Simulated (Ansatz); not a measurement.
Calculation: PBE0-D3(BJ)/def2-TZVP (Ansatz, an electronic-structure program). No frequencies were computed at this level.

Ansatz 0.2 input:
```yaml
crystal:
  periodic: [false, false, false]
  atoms:
    - { symbol: N, position_ang: [1.611315, -0.115172, -0.132191] }
    - { symbol: C, position_ang: [0.276713, 0.27691, -0.474306] }
    - { symbol: C, position_ang: [-0.800693, 0.491967, 0.55869] }
    - { symbol: C, position_ang: [-0.842545, -0.704614, -0.352143] }
    - { symbol: H, position_ang: [2.16288, 0.690734, 0.144802] }
    - { symbol: H, position_ang: [1.602686, -0.773259, 0.63967] }
    - { symbol: H, position_ang: [0.274314, 0.936408, -1.33474] }
    - { symbol: H, position_ang: [-0.552633, 0.322973, 1.596822] }
    - { symbol: H, position_ang: [-1.52008, 1.281803, 0.407287] }
    - { symbol: H, position_ang: [-1.590411, -0.736464, -1.12896] }
    - { symbol: H, position_ang: [-0.621546, -1.671286, 0.075067] }
basis:
  gaussian: { orbitals: def2-tzvp }
hamiltonian:
  xc: pbe0
  dispersion: d3bj
relax:
  max_steps: 150
```

Output:

```
Functional definition: PBE0
1003 factors; their error is unknown
mean field evaluation 1: about -4700.6432 eV, gradient 6.6e1 eV
mean field evaluation 2: about -4694.7429 eV, gradient 8.2e1 eV
mean field evaluation 4: about -4710.2671 eV, gradient 3.7e0 eV
mean field evaluation 8: about -4710.2989 eV, gradient 5.1e-2 eV
mean field evaluation 16: about -4710.2807 eV, gradient 6.0e-5 eV
mean field -4710.28069320 eV, -173.0996227323 hartree, gradient 9.0e-6 eV, S^2 0.000000; 0 other end points of the search recorded, 0 dependent functions left out
reference -4710.28072002 eV, -173.0996237178 hartree; 16, 16 occupied and 150, 150 virtual orbitals, 1003 factors
relax step   1: F+E_penalty+E_count = -4710.43499858 eV  Δ(F+E_penalty+E_count) = +0.000e0 eV  max|allowed force component| = 2.712e-1 eV/Å  Δτ_max = 0.0000 Å  (28 SCF iters, accepted)
these checks for a lower state are left out or cut short: starts, cluster_reference, orbital_swaps, neighbouring_geometries, increment
1003 factors; their error is unknown
mean field -4710.29086407 eV, -173.0999965048 hartree, gradient 1.7e-5 eV, S^2 0.000000; 0 other end points of the search recorded, 0 dependent functions left out
reference -4710.29089088 eV, -173.0999974899 hartree; 16, 16 occupied and 150, 150 virtual orbitals, 1003 factors
relax step   2: F+E_penalty+E_count = -4710.44528521 eV  Δ(F+E_penalty+E_count) = -1.029e-2 eV  max|allowed force component| = 6.742e-2 eV/Å  Δτ_max = 0.0375 Å  (30 SCF iters, accepted)
these checks for a lower state are left out or cut short: starts, cluster_reference, orbital_swaps, neighbouring_geometries, increment
1003 factors; their error is unknown
mean field evaluation 32: about -4710.2938 eV, gradient 1.7e-5 eV
mean field -4710.29375455 eV, -173.1001027280 hartree, gradient 1.7e-5 eV, S^2 0.000000; 0 other end points of the search recorded, 0 dependent functions left out
reference -4710.29378134 eV, -173.1001037125 hartree; 16, 16 occupied and 150, 150 virtual orbitals, 1003 factors
relax step   3: F+E_penalty+E_count = -4710.44832950 eV  Δ(F+E_penalty+E_count) = -3.044e-3 eV  max|allowed force component| = 7.178e-2 eV/Å  Δτ_max = 0.0394 Å  (30 SCF iters, accepted)
these checks for a lower state are left out or cut short: starts, cluster_reference, orbital_swaps, neighbouring_geometries, increment
1003 factors; their error is unknown
mean field -4710.29554064 eV, -173.1001683656 hartree, gradient 1.7e-5 eV, S^2 0.000000; 0 other end points of the search recorded, 0 dependent functions left out
reference -4710.29556744 eV, -173.1001693503 hartree; 16, 16 occupied and 150, 150 virtual orbitals, 1003 factors
relax step   4: F+E_penalty+E_count = -4710.45026538 eV  Δ(F+E_penalty+E_count) = -1.936e-3 eV  max|allowed force component| = 1.015e-1 eV/Å  Δτ_max = 0.0538 Å  (30 SCF iters, accepted)
these checks for a lower state are left out or cut short: starts, cluster_reference, orbital_swaps, neighbouring_geometries, increment
1003 factors; their error is unknown
mean field -4710.29666579 eV, -173.1002097142 hartree, gradient 1.6e-5 eV, S^2 0.000000; 0 other end points of the search recorded, 0 dependent functions left out
reference -4710.29669266 eV, -173.1002107013 hartree; 16, 16 occupied and 150, 150 virtual orbitals, 1003 factors
relax step   5: F+E_penalty+E_count = -4710.45139344 eV  Δ(F+E_penalty+E_count) = -1.128e-3 eV  max|allowed force component| = 5.436e-2 eV/Å  Δτ_max = 0.0443 Å  (30 SCF iters, accepted)
these checks for a lower state are left out or cut short: starts, cluster_reference, orbital_swaps, neighbouring_geometries, increment
1003 factors; their error is unknown
mean field -4710.29686949 eV, -173.1002172000 hartree, gradient 1.6e-5 eV, S^2 0.000000; 0 other end points of the search recorded, 0 dependent functions left out
reference -4710.29689641 eV, -173.1002181890 hartree; 16, 16 occupied and 150, 150 virtual orbitals, 1003 factors
relax step   6: F+E_penalty+E_count = -4710.45162456 eV  Δ(F+E_penalty+E_count) = -2.311e-4 eV  max|allowed force component| = 1.954e-2 eV/Å  Δτ_max = 0.0230 Å  (31 SCF iters, accepted)
these checks for a lower state are left out or cut short: starts, cluster_reference, orbital_swaps, neighbouring_geometries, increment
1003 factors; their error is unknown
mean field -4710.29667647 eV, -173.1002101065 hartree, gradient 1.6e-5 eV, S^2 0.000000; 0 other end points of the search recorded, 0 dependent functions left out
reference -4710.29670339 eV, -173.1002110959 hartree; 16, 16 occupied and 150, 150 virtual orbitals, 1003 factors
relax step   7: F+E_penalty+E_count = -4710.45147801 eV  Δ(F+E_penalty+E_count) = +1.466e-4 eV  max|allowed force component| = 4.186e-2 eV/Å  Δτ_max = 0.0112 Å  (31 SCF iters, rejected (line search))
these checks for a lower state are left out or cut short: starts, cluster_reference, orbital_swaps, neighbouring_geometries, increment
1003 factors; their error is unknown
mean field evaluation 64: about -4710.2969 eV, gradient 3.7e-4 eV
mean field -4710.29688934 eV, -173.1002179292 hartree, gradient 1.6e-5 eV, S^2 0.000000; 0 other end points of the search recorded, 0 dependent functions left out
reference -4710.29691625 eV, -173.1002189184 hartree; 16, 16 occupied and 150, 150 virtual orbitals, 1003 factors
relax step   8: F+E_penalty+E_count = -4710.45167144 eV  Δ(F+E_penalty+E_count) = -4.687e-5 eV  max|allowed force component| = 3.543e-3 eV/Å  Δτ_max = 0.0055 Å  (32 SCF iters, accepted)
1003 factors; their error is unknown
mean field -4710.29688934 eV, -173.1002179292 hartree, gradient 1.6e-5 eV, S^2 0.000000; 1 other end points of the search recorded, 0 dependent functions left out
reference -4710.29691625 eV, -173.1002189184 hartree; 16, 16 occupied and 150, 150 virtual orbitals, 1003 factors
Total energy: -4710.45169836 eV, -173.1059070557 hartree
Atom 0 at     1.615113    -0.087538    -0.145815 Å, force     0.002645     0.000623     0.001916 eV/Å
Atom 1 at     0.274213     0.293440    -0.481027 Å, force    -0.001991     0.002426    -0.003543 eV/Å
Atom 2 at    -0.798802     0.519756     0.548195 Å, force     0.001260    -0.001384     0.000664 eV/Å
Atom 3 at    -0.824636    -0.699064    -0.334916 Å, force     0.000691     0.000878     0.000551 eV/Å
Atom 4 at     2.101304     0.670763     0.317503 Å, force    -0.000808    -0.001070    -0.000767 eV/Å
Atom 5 at     1.618395    -0.878992     0.484642 Å, force    -0.000422    -0.000579    -0.000213 eV/Å
Atom 6 at     0.226573     0.926355    -1.361778 Å, force     0.000657     0.000336     0.000457 eV/Å
Atom 7 at    -0.525419     0.375090     1.586937 Å, force    -0.000205    -0.000204     0.000137 eV/Å
Atom 8 at    -1.535212     1.295899     0.377280 Å, force    -0.000681    -0.000926    -0.000589 eV/Å
Atom 9 at    -1.576435    -0.764395    -1.110968 Å, force    -0.000183    -0.000031     0.000135 eV/Å
Atom 10 at    -0.575095    -1.651315     0.119945 Å, force    -0.000962    -0.000068     0.001253 eV/Å
Dipole moment:    -0.079944     0.057974     0.226332 e Å
```

Cost: roughly 30 core-seconds.
